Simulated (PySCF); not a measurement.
Ligands exchanged one at a time, In Cl-SH. All species are isolated molecules in the gas phase. One relaxed conformer stands for each flexible species; it need not be the lowest. Strings in code marks are SMILES.

The four lowest singlet excitations (Tamm–Dancoff). Calculation: PySCF 2.14.0 with PBE-D3(BJ)/def2-TZVP // PBE0-D4/def2-TZVP. Excitations are Tamm–Dancoff values on a coarser integration grid. The basis has no diffuse functions, so Rydberg states are missing or too high.

```
state  energy (eV)  wavelength (nm)  oscillator strength
-----  -----------  ---------------  -------------------
S1            4.40              282                0.000
S2            4.54              273                0.000
S3            4.54              273                0.000
S4            4.61              269                0.035
```

Which member gives these states?
A) `[SH][In]([SH])[Cl]` (H–S–In–Cl torsion -180°, Cl–In–S–H torsion 0°)
B) `[Cl][In]([Cl])[Cl]`
C) `[SH][In]([SH])[SH]`
D) `[SH][In]([Cl])[Cl]` (H–S–In–Cl torsion 0°)

B, `[Cl][In]([Cl])[Cl]`
